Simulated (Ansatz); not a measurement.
Consider the ligand exchange at a Ga–S bond: `[SH][Ga]([Cl])[Cl]` + HCl → `[Cl][Ga]([Cl])[Cl]` + H₂S.

Program: Ansatz. Geometries: PBE0-D4/def2-TZVP. ΔE: electronic, gas phase. CCSD(T)/CBS is the MP2 limit (def2-TZVPP, def2-QZVPP) plus CCSD(T) − MP2 in def2-TZVPP, frozen cores. This one scheme is used for every species. DFT in def2-TZVPP. For Ga outer-core shells are correlated without core-valence functions, which leaves a few kJ/mol of doubt a bond. Scalar relativity is left out up to krypton. One conformer a species, not always the lowest.

`[SH][Ga]([Cl])[Cl]`:

```xyz
5

S    -0.179    0.755   -1.568
Ga    0.286    0.035    0.431
Cl    1.833    0.945    1.561
Cl   -0.783   -1.582    1.302
H    -1.157   -0.153   -1.726
```

HCl:

Cartesian coordinates in Å:
```
Cl 0.181 -0.451 -0.416
H -0.181 0.451 0.416
```

`[Cl][Ga]([Cl])[Cl]`:

```xyz
4

Cl    0.862    1.768    0.767
Ga    0.000    0.000    0.000
Cl   -1.926   -0.595    0.629
Cl    1.064   -1.173   -1.397
```

H₂S:

Z-matrix (Å, degrees):
```
S
H 1 1.341
H 1 1.341 2 92.3
```

CCSD(T)/CBS gives -0.16 eV.

(1) Another level gave -0.20 eV. Which?
A. revPBE-D4/def2-TZVPP
B. BHLYP/def2-TZVPP
C. HF/def2-TZVPP
D. B2PLYP/def2-TZVPP

Largest T1 diagnostic among the species: 0.011.

Answers

(1) D. B2PLYP -0.20, revPBE-D4 -0.13, HF/def2-TZVPP -0.32, BHLYP -0.24 eV.

From BLYP to BHLYP (50 % exact exchange), in def2-TZVPP and without D4, ΔE moves by −0.05 eV. At CCSD(T), def2-SVP lies −0.09 eV from the extrapolated value and def2-TZVPP −0.02 eV. Leaving LDA and LC-ωPBE aside and taking each functional with its dispersion term where it has one, the values, not all of them listed here, spread over 0.09 eV, from BHLYP-D4 to PBE-D4. LDA lies +0.04 eV from PBE without D4.
